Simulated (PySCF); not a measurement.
PySCF input (PW6B95/def2-TZVPD):

```python
from pyscf import gto, scf, dft

mol = gto.M(
    atom='''
    Ge   -0.00564895    0.00110658    0.44929983
    F     0.70485134    1.19282022   -0.79296222
    F    -0.68476618   -1.19675475   -0.80454829
    ''',
    basis='def2-tzvpd',
    charge=-1,
    spin=1,
    verbose=4,
)

mf = dft.UKS(mol, xc='pw6b95').density_fit(auxbasis='def2-universal-jkfit')
mf.grids.level = 3
mf.conv_tol = 1e-9
mf.max_cycle = 100
mf.max_memory = 1500
mf.kernel()
if not mf.converged:
    mf = mf.newton()
    mf.kernel(mf.make_rdm1())
for _ in range(2):
    mo, _, stable, _ = mf.stability(return_status=True)
    if stable:
        break
    mf.kernel(mf.make_rdm1(mo, mf.mo_occ))
mf.analyze()
```

End of the output:

```
Extra cycle  E= -2278.09300156009  delta_E= -1.68e-11  |g|= 1.08e-05  |ddm|= 1.6e-05
converged SCF energy = -2278.09300156009  <S^2> = 0.75318081  2S+1 = 2.0031783
uhf_internal: lowest eigs of H = [0.1346276  0.1601668  0.16521354]
<class 'pyscf.df.df_jk.DFUKS'> wavefunction is stable in the internal stability analysis
**** SCF Summaries ****
Total Energy =                       -2278.093001560091579
Nuclear Repulsion Energy =             179.176922146287666
One-electron Energy =                -3544.341673053218528
Two-electron Energy =                 1087.071749346839169
Two-electron Coulomb Energy =         1188.550861198959183
DFT Exchange-Correlation Energy =     -101.479111852120042
HOMO-LUMO gap [eV] =                     2.788218870293739
**** MO energy ****
                             alpha | beta                alpha | beta
MO #1   energy= -399.346170528242  | -399.345094389261  occ= 1 | 1
MO #2   energy= -49.812488946488   | -49.8120780546999  occ= 1 | 1
MO #3   energy= -44.2929789649468  | -44.2927105956553  occ= 1 | 1
MO #4   energy= -44.292976936857   | -44.2920353439153  occ= 1 | 1
MO #5   energy= -44.2922760575607  | -44.2905293545084  occ= 1 | 1
MO #6   energy= -24.6065922078384  | -24.6049968142691  occ= 1 | 1
MO #7   energy= -24.606585245366   | -24.604989501166   occ= 1 | 1
MO #8   energy= -6.09739932202296  | -6.0958992521284   occ= 1 | 1
MO #9   energy= -4.25222068577852  | -4.25183513233659  occ= 1 | 1
MO #10  energy= -4.25003644621665  | -4.24934971793905  occ= 1 | 1
MO #11  energy= -4.24965269614261  | -4.24490980148397  occ= 1 | 1
MO #12  energy= -1.05230102950093  | -1.05193733959136  occ= 1 | 1
MO #13  energy= -1.04532858404035  | -1.04350546128452  occ= 1 | 1
MO #14  energy= -1.04175672137101  | -1.0390962723644   occ= 1 | 1
MO #15  energy= -1.041215844916    | -1.03892675638233  occ= 1 | 1
MO #16  energy= -1.03959867549307  | -1.03671374769829  occ= 1 | 1
MO #17  energy= -0.945767511373209 | -0.942013572178086 occ= 1 | 1
MO #18  energy= -0.929442219089222 | -0.926173829317361 occ= 1 | 1
MO #19  energy= -0.325537419946649 | -0.313429915044011 occ= 1 | 1
MO #20  energy= -0.23223761239397  | -0.230480696917752 occ= 1 | 1
MO #21  energy= -0.211724103431685 | -0.208047609126072 occ= 1 | 1
MO #22  energy= -0.210163271170037 | -0.19985554385792  occ= 1 | 1
MO #23  energy= -0.194586001095686 | -0.183865579648913 occ= 1 | 1
MO #24  energy= -0.18039565695514  | -0.179221764390424 occ= 1 | 1
MO #25  energy= -0.113499606219229 | -0.0947862979088328 occ= 1 | 1
MO #26  energy= 0.0450990607919763 | 0.147564215203605  occ= 1 | 0
MO #27  energy= 0.169309047007201  | 0.17106377555159   occ= 0 | 0
MO #28  energy= 0.173437307441586  | 0.176997503055108  occ= 0 | 0
MO #29  energy= 0.186298279798937  | 0.191497075456018  occ= 0 | 0
MO #30  energy= 0.218303694273569  | 0.219369829099123  occ= 0 | 0
MO #31  energy= 0.237423659358401  | 0.243866819447329  occ= 0 | 0
MO #32  energy= 0.247841232439518  | 0.257937588521478  occ= 0 | 0
MO #33  energy= 0.262867526656287  | 0.264735747204076  occ= 0 | 0
MO #34  energy= 0.263371938200355  | 0.269189492927206  occ= 0 | 0
MO #35  energy= 0.269454806199776  | 0.269615146412502  occ= 0 | 0
MO #36  energy= 0.291235439506675  | 0.296085640850811  occ= 0 | 0
MO #37  energy= 0.307217035847037  | 0.30810816482345   occ= 0 | 0
MO #38  energy= 0.312839136553746  | 0.317961393221764  occ= 0 | 0
MO #39  energy= 0.316353657500621  | 0.320537932983158  occ= 0 | 0
MO #40  energy= 0.32086805831337   | 0.321972760147837  occ= 0 | 0
MO #41  energy= 0.449098598647898  | 0.451918366288766  occ= 0 | 0
MO #42  energy= 0.4858459655914    | 0.486707526237884  occ= 0 | 0
MO #43  energy= 0.525378078356963  | 0.546530802661906  occ= 0 | 0
MO #44  energy= 0.539191270989733  | 0.561408324734441  occ= 0 | 0
MO #45  energy= 0.540075022372845  | 0.562360157349438  occ= 0 | 0
MO #46  energy= 0.569297757098005  | 0.578896515605106  occ= 0 | 0
MO #47  energy= 0.586468646860219  | 0.591221717046031  occ= 0 | 0
MO #48  energy= 0.592380962466764  | 0.598143080718362  occ= 0 | 0
MO #49  energy= 0.596760748782534  | 0.621127793965095  occ= 0 | 0
MO #50  energy= 0.655461861268719  | 0.659153238339588  occ= 0 | 0
MO #51  energy= 0.683581575414457  | 0.68935398113167   occ= 0 | 0
MO #52  energy= 0.686349838032945  | 0.690777414677943  occ= 0 | 0
MO #53  energy= 0.719882512247045  | 0.724907404000735  occ= 0 | 0
MO #54  energy= 0.762160077681199  | 0.763073064065174  occ= 0 | 0
MO #55  energy= 0.803359186974736  | 0.804977120058343  occ= 0 | 0
MO #56  energy= 0.820838667379231  | 0.824523253533863  occ= 0 | 0
MO #57  energy= 0.823245427573222  | 0.824940241232563  occ= 0 | 0
MO #58  energy= 0.833303543626397  | 0.835306339301602  occ= 0 | 0
MO #59  energy= 0.833457124122623  | 0.83610128900617   occ= 0 | 0
MO #60  energy= 0.903471342634441  | 0.905688192411327  occ= 0 | 0
MO #61  energy= 0.940464262013224  | 0.944454298089095  occ= 0 | 0
MO #62  energy= 0.994435974020938  | 1.01015519226733   occ= 0 | 0
MO #63  energy= 1.00923456259254   | 1.018777464763     occ= 0 | 0
MO #64  energy= 1.05018568683934   | 1.05521865552338   occ= 0 | 0
MO #65  energy= 1.16205844711398   | 1.16681092377515   occ= 0 | 0
MO #66  energy= 1.22984952587915   | 1.25390265425318   occ= 0 | 0
MO #67  energy= 1.23675439857752   | 1.25689418477267   occ= 0 | 0
MO #68  energy= 1.24219674093104   | 1.265601842279     occ= 0 | 0
MO #69  energy= 1.25379554308645   | 1.26739092133664   occ= 0 | 0
MO #70  energy= 1.26484829319962   | 1.26854475716509   occ= 0 | 0
MO #71  energy= 1.27180524011395   | 1.27728089216357   occ= 0 | 0
MO #72  energy= 1.31275117560393   | 1.31653087993512   occ= 0 | 0
MO #73  energy= 1.36064165286421   | 1.38398643611846   occ= 0 | 0
MO #74  energy= 1.41616510840207   | 1.42410211775177   occ= 0 | 0
MO #75  energy= 1.41881933942345   | 1.43619818961611   occ= 0 | 0
MO #76  energy= 1.47060386118357   | 1.49571912761792   occ= 0 | 0
MO #77  energy= 1.49394794179699   | 1.52550702839617   occ= 0 | 0
MO #78  energy= 1.53180996338585   | 1.54345338412848   occ= 0 | 0
MO #79  energy= 1.5620973993996    | 1.58028045065871   occ= 0 | 0
MO #80  energy= 1.62901135914017   | 1.63844513725556   occ= 0 | 0
MO #81  energy= 1.65160966307638   | 1.65934385106167   occ= 0 | 0
MO #82  energy= 2.4787795379533    | 2.4809607512777    occ= 0 | 0
MO #83  energy= 2.5128629832479    | 2.51460211973736   occ= 0 | 0
MO #84  energy= 2.51451880933499   | 2.51674507585381   occ= 0 | 0
MO #85  energy= 2.52394578722511   | 2.52585793018384   occ= 0 | 0
MO #86  energy= 2.55506606590239   | 2.560222551504     occ= 0 | 0
MO #87  energy= 2.58108629966542   | 2.58206875091998   occ= 0 | 0
MO #88  energy= 2.6007752545902    | 2.60694301100048   occ= 0 | 0
MO #89  energy= 2.63180210863456   | 2.633930340522     occ= 0 | 0
MO #90  energy= 2.75310432916078   | 2.75892590061906   occ= 0 | 0
MO #91  energy= 2.84026346618615   | 2.84373832440772   occ= 0 | 0
MO #92  energy= 2.96894653991814   | 2.99156705827275   occ= 0 | 0
MO #93  energy= 2.97049170550233   | 2.99379265050279   occ= 0 | 0
MO #94  energy= 2.98405506044541   | 3.00468860901205   occ= 0 | 0
MO #95  energy= 3.04276898061052   | 3.04893748257041   occ= 0 | 0
MO #96  energy= 3.07316625920194   | 3.07875764182394   occ= 0 | 0
MO #97  energy= 3.5758776438385    | 3.582403155006     occ= 0 | 0
MO #98  energy= 3.62738258502846   | 3.63430652883992   occ= 0 | 0
MO #99  energy= 3.64463200117087   | 3.64618747437754   occ= 0 | 0
MO #100 energy= 3.67690294124236   | 3.67801902778387   occ= 0 | 0
MO #101 energy= 3.86585854658785   | 3.86835735991036   occ= 0 | 0
MO #102 energy= 3.97966948258718   | 3.98217797460989   occ= 0 | 0
MO #103 energy= 4.04907699223769   | 4.06761880892952   occ= 0 | 0
MO #104 energy= 4.27335692586416   | 4.2760880835898    occ= 0 | 0
[...]
```
